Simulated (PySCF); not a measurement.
Isomers of C5H7Cl3Si.

All values: PBE0/pcSseg-1 (PySCF) at GFN2-xTB geometries, gas phase, one conformer each.

Question: Rank by HOMO–LUMO gap, lowest first.
A. `ClC(Cl)(Cl)[C@@H]1[SiH2]CC=C1`
B. `[Cl:1][CH2:2][SiH2:3][C:4]1=[CH:5][C@@H:6]1[CH:7]([Cl:8])[Cl:9]` with Cl1–C2–Si3–C4 -58°, C2–Si3–C4–C5 121°, C5–C6–C7–Cl8 -153°
C. `[CH2:1]=[C:2]([SiH3:3])[C:4](=[CH2:5])[C:6]([Cl:7])([Cl:8])[Cl:9]` with C1–C2–C4–C5 62°
D. `[CH3:1][C:2]#[C:3][Si@H:4]([CH2:5][Cl:6])[CH:7]([Cl:8])[Cl:9]` with C3–Si4–C5–Cl6 179°, C3–Si4–C7–Cl8 55°

Answer: C (6.52 eV), B (6.74 eV), A (6.88 eV), D (7.45 eV).

Question: Rank by the lowest IAO charge on any atom, lowest value first.
A. `[Cl:1][CH2:2][SiH2:3][C:4]1=[CH:5][C@@H:6]1[CH:7]([Cl:8])[Cl:9]` with Cl1–C2–Si3–C4 -58°, C2–Si3–C4–C5 121°, C5–C6–C7–Cl8 -153°
B. `[CH2:1]=[C:2]([SiH3:3])[C:4](=[CH2:5])[C:6]([Cl:7])([Cl:8])[Cl:9]` with C1–C2–C4–C5 62°
C. `ClC([C@H]1C=CC[SiH2]1)(Cl)Cl`

Answer: C (-0.552 e), A (-0.526 e), B (-0.291 e).

All values together:

```json
{"SMILES": "C=C([SiH3])C(=C)C(Cl)(Cl)Cl", "μ (D)": "2.01", "HOMO (eV)": "-7.76", "LUMO (eV)": "-1.24", "lowest IAO charge (e)": "-0.291 (C)", "highest IAO charge (e)": "+0.591 (Si)", "lowest Hirshfeld charge (e)": "-0.095 (C)", "highest Hirshfeld charge (e)": "+0.276 (Si)"}
{"SMILES": "ClC(Cl)(Cl)[C@H]1C=CC[SiH2]1", "μ (D)": "2.50", "HOMO (eV)": "-7.65", "LUMO (eV)": "-0.77", "lowest IAO charge (e)": "-0.552 (C)", "highest IAO charge (e)": "+0.744 (Si)", "lowest Hirshfeld charge (e)": "-0.162 (C)", "highest Hirshfeld charge (e)": "+0.326 (Si)"}
{"SMILES": "CC#C[Si@H](CCl)C(Cl)Cl", "μ (D)": "3.32", "HOMO (eV)": "-7.89", "LUMO (eV)": "-0.44", "lowest IAO charge (e)": "-0.533 (C)", "highest IAO charge (e)": "+0.945 (Si)", "lowest Hirshfeld charge (e)": "-0.194 (C)", "highest Hirshfeld charge (e)": "+0.349 (Si)"}
{"SMILES": "ClC[SiH2]C1=C[C@@H]1C(Cl)Cl", "μ (D)": "3.41", "HOMO (eV)": "-7.96", "LUMO (eV)": "-1.22", "lowest IAO charge (e)": "-0.526 (C)", "highest IAO charge (e)": "+0.781 (Si)", "lowest Hirshfeld charge (e)": "-0.125 (C)", "highest Hirshfeld charge (e)": "+0.353 (Si)"}
```

Conformers: `[CH2:1]=[C:2]([SiH3:3])[C:4](=[CH2:5])[C:6]([Cl:7])([Cl:8])[Cl:9]` with C1–C2–C4–C5 62°; `[CH3:1][C:2]#[C:3][Si@H:4]([CH2:5][Cl:6])[CH:7]([Cl:8])[Cl:9]` with C3–Si4–C5–Cl6 179°, C3–Si4–C7–Cl8 55°; `[Cl:1][CH2:2][SiH2:3][C:4]1=[CH:5][C@@H:6]1[CH:7]([Cl:8])[Cl:9]` with Cl1–C2–Si3–C4 -58°, C2–Si3–C4–C5 121°, C5–C6–C7–Cl8 -153°.
